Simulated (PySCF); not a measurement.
Compound: C5H5F4O (doublet state).
Atom-mapped SMILES: `[CH2:1][O:2]/[CH:3]=[C:4](/[CH2:5][F:6])[C:7]([F:8])([F:9])[F:10]` (hydrogens: H11, H12 on C1; H13 on C3; H14, H15 on C5)

Geometry (GFN2-xTB, Å), atoms numbered from 1 in this order:
```
atom  x, y, z in Å
C1     2.8804   -0.4948    0.2416
O2     1.5655   -0.6278    0.3449
C3     0.7371    0.2702   -0.1654
C4    -0.6121    0.1695   -0.0582
C5    -1.5487    1.1654   -0.6790
F6    -0.8561    2.1579   -1.3121
C7    -1.2586   -0.9868    0.6331
F8    -1.3396   -2.0852   -0.1508
F9    -0.6176   -1.3725    1.7438
F10   -2.5233   -0.7124    1.0012
H11    3.4584   -1.2784    0.6843
H12    3.3146    0.3486   -0.2655
H13    1.1670    1.1198   -0.6863
H14   -2.1811    1.6459    0.0789
H15   -2.1903    0.6887   -1.4324
```

The hyperfine couplings belong to this conformer and change with its torsions.

The calculation used UKS B3LYP, pcH-1 on C F H O, non-relativistic, mean-field spin-orbit, GIAO (PySCF). One conformer (not necessarily the lowest) at the GFN2-xTB geometry, without solvent, vibrations or thermal averaging. Couplings are sensitive to structure, and on GFN2-xTB geometries they can be far from those on DFT ones. Stability of the SCF solution: not tested.

Principal values of hyperfine tensors in MHz (contact and dipolar terms together), for some of the nuclei:

```csv
atom,isotope,A1,A2,A3
C1,13C,3.82,6.14,236.88
H11,1H,-101.37,-64.41,-27.47
H12,1H,-99.86,-62.85,-26.16
F8,19F,13.08,15.29,43.91
H14,1H,13.97,14.05,16.88
O2,17O,-59.95,9.35,11.70
C4,13C,0.48,1.45,35.32
C3,13C,-18.08,-7.86,-3.32
```

Problem. Give the isotropic coupling of each nucleus in MHz and in mT (g = 2.0029), and the anisotropic part.

Solution. a_iso is a third of the trace, T = A − a_iso, and a(mT) = a(MHz)/(g × 13.996).

| atom | a_iso (MHz) | a_iso (mT) | T1 | T2 | T3 |
| --- | --- | --- | --- | --- | --- |
| C1 | 82.28 | 2.935 | -78.46 | -76.14 | 154.60 |
| H11 | -64.42 | -2.298 | -36.95 | 0.01 | 36.94 |
| H12 | -62.95 | -2.246 | -36.91 | 0.11 | 36.80 |
| F8 | 24.10 | 0.860 | -11.01 | -8.80 | 19.81 |
| H14 | 14.97 | 0.534 | -1.00 | -0.92 | 1.92 |
| O2 | -12.97 | -0.463 | -46.98 | 22.32 | 24.66 |
| C4 | 12.42 | 0.443 | -11.94 | -10.97 | 22.90 |
| C3 | -9.75 | -0.348 | -8.32 | 1.89 | 6.43 |

Problem. What spin density at the nucleus of C4 lies behind its contact coupling (g_N = 1.40482)?

Solution. a_FC = 800.24 MHz bohr³ × g_N × ρ(0)/(2S). With a_FC = 12.42 MHz and 2S = 1, ρ(0) = 0.01105 bohr⁻³.

Problem. H15 (1H, g_N = 5.58569) isn't in the table. Its spin density at the nucleus is 0.003592 bohr⁻³. What is its contact coupling?

Solution. By the same relation, a_FC = 16.06 MHz. Its full tensor has the principal values 15.06, 15.19, 17.92 MHz.

Problem. Which nucleus of the table has the largest anisotropic coupling, and what is its form?

Solution. C1: -78.5, -76.1, 154.6 MHz, axial, in the ratio −1:−1:+2, the form that spin in one p orbital centred on that nucleus gives.

Problem. In a single crystal, with the field along each principal axis of the tensor of H12 in turn, what first-order splitting does this nucleus give (isotropic g, quadrupole terms neglected)?

Solution. 2 lines (I = 1/2), spaced by |A_i|/(g × 13.996): 3.56, 2.24, 0.93 mT along the axes of A1, A2 and A3.
